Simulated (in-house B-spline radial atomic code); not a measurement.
P. Computed with a B-spline radial atomic code. Model: non-relativistic spherical atom: semilocal Troullier-Martins pseudo-atom, one channel per l, against all electrons, high spin, G0W0 and RPA with empty states to l = 8, local potential for every l without a channel, a model core (radius 0 = none) keeps its share of the functional.

What the tables leave out is listed at the end.

The pseudopotential gives back the lowest level of each angular momentum of its own functional in the configuration it was made in; a second state of the same l is only approximately right. Exact exchange, RPA and GW see the smooth pseudo-orbitals and miss the exchange with the core, for which the functional's share stands in. The column with an uncorrelated core keeps all orbitals and exact exchange, and so separates missing core correlation from pseudisation. Only the three outermost levels and the lowest empty one were computed. RPA here is direct RPA, with no exchange kernel, and its energies carry an (l + 1/2)⁻⁴ tail. A hybrid on a potential with a model core restores only its own semilocal share of the core's exchange.

Command:
```bash
python run_psgw.py task.json out
```
Settings (lengths in bohr, energies in hartree):
```
Z                      15
electrons              15
configuration          [Ne] 3s2 3p3
generated_in           [Ne] 3s2 3p3
functional             pbe,pbe
core_shells            3
radius_factor          0.8
core_correction        True
```

Cost of the run: 8.7 s on 1 thread of Intel(R) Xeon(R) 6975P-C (Granite Rapids) (shared host).

Given: made with PBE; model core radius 0.995 bohr; local radius 1.295 bohr; mean-field start PBE.

Valence shells of the generating configuration: 3s, 3p.

Channel: s 1.262, p 1.48 (radii in bohr).

Computed: largest level miss in the spin-unpolarised generating configuration 0.002 eV; valence RPA correlation energy pseudo -0.21076 hartree; all-electron RPA polarisability, core included 23.237 bohr³; pseudo-atom RPA polarisability 23.136 bohr³.

| level | occupied | mean-field all-electron (eV) | mean-field pseudo minus all (eV) | G0W0 all-electron (eV) | G0W0 uncorrelated core minus all (eV) | G0W0 pseudo minus all (eV) | exchange self-energy all-electron (eV) | exchange self-energy pseudo (eV) |
| --- | --- | --- | --- | --- | --- | --- | --- | --- |
| 3p up | 1 | -6.2938 | -0.002 | -10.093 | 0.081 | -0.051 | -16.823 | -15.338 |
| 3p down (empty) | 0 | -3.7374 | -0.004 | -1.0975 | 0.084 | -0.056 | -3.8341 | -2.4335 |

(1) What is the valence RPA correlation energy all-electron orbitals?

Given: mean-field start PBE0.

Computed: valence RPA correlation energy all-electron orbitals -0.18769 hartree; valence RPA correlation energy pseudo -0.19036 hartree; all-electron RPA polarisability, core included 19.574 bohr³.

```csv
level,occupied,mean-field all-electron (eV),mean-field pseudo minus all (eV),G0W0 all-electron (eV),G0W0 uncorrelated core minus all (eV),G0W0 pseudo minus all (eV),exchange self-energy all-electron (eV),exchange self-energy pseudo (eV)
3p up,1,-7.5331,-0.016,-10.456,0.086,-0.061,-16.846,-15.38
3s down,1,-13.139,0.135,-16.159,0.191,0.229,-15.349,-12.717
3p down (empty),0,-2.664,-0.025,-0.78832,0.079,-0.041,-3.5106,-2.3004
```

(2) What is the pseudo-atom RPA polarisability?

Answers

(1) -0.20821 hartree.

(2) 19.578 bohr³.

Among the listed levels the largest G0W0 shift of the pseudo-atom is +0.23 eV, for 3s down on the PBE0 start, while leaving the core uncorrelated moves that level by +0.19 eV. The rest, +0.04 eV, comes from pseudisation and the lost core exchange. Not in the tables (levels of low weight, unsolved or above zero; the highest and the empty levels are kept at any weight): on PBE the G0W0 levels 3s down (pseudo minus all +0.09 eV, weights 0.75 and 0.74), 3s up (pseudo minus all -0.04 eV, weights 0.05 and 0.07); on PBE0 the G0W0 levels 3s up (pseudo minus all +0.12 eV, weights 0.35 and 0.33); no Hartree-Fock pseudo-atom is run with a model core.
